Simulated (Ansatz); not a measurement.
Consider the substitution at a C–Sn bond: `C#[C][SnH3]` + `N[SiH3]` → `C#CN[SiH3]` + `[SnH4]`.

Gas-phase electronic energies from Ansatz, PBE0-D4/def2-TZVP geometries. CCSD(T)/CBS adds triple-zeta CCSD(T) − MP2 to the extrapolated MP2 energy (def2 sets, frozen cores). This one scheme is used for every species. Functionals use def2-TZVPP. B3LYP here is the variant with VWN-RPA as its local correlation; programs differ in this. def2 core potentials past Kr. For Sn outer-core shells are correlated without core-valence functions, which leaves a few kJ/mol of doubt a bond.

Question: Is it downhill or uphill in electronic energy at CCSD(T)/CBS, and by how much? (An estimate is asked.)

Answer: Ansatz gave: Uphill: ΔE = +74.4 kJ/mol.

Question: What do these levels give: revPBE-D4, PBE0-D4, B3LYP-D4, PBE-QIDH, PBE0, B3LYP, r2SCANh, LC-ωPBE, CCSD(T)/def2-TZVPP, HF/def2-QZVPP, MP2/def2-QZVPP, HF/CBS(def2)? (Best estimate.)

Answer: Computed: revPBE-D4 45.7, PBE0-D4 48.4, B3LYP-D4 50.9, PBE-QIDH 61.1, PBE0 49.3, B3LYP 52.5, r2SCANh 53.7, LC-ωPBE 53.8, CCSD(T)/def2-TZVPP 72.6, HF/def2-QZVPP 64.2, MP2/def2-QZVPP 77.1, HF/CBS(def2) 64.2 kJ/mol.

Largest T1 diagnostic among the species: 0.014.

From BLYP to BHLYP (50 % exact exchange), in def2-TZVPP and without D4, ΔE moves by +4.2 kJ/mol. At CCSD(T), def2-SVP lies −27.3 kJ/mol from the extrapolated value and def2-TZVPP −1.7 kJ/mol. Leaving LDA and LC-ωPBE aside and taking each functional with its dispersion term where it has one, the values, not all of them listed here, spread over 17.4 kJ/mol, from PBE-D4 to B2PLYP. LDA lies −18.8 kJ/mol from PBE without D4.
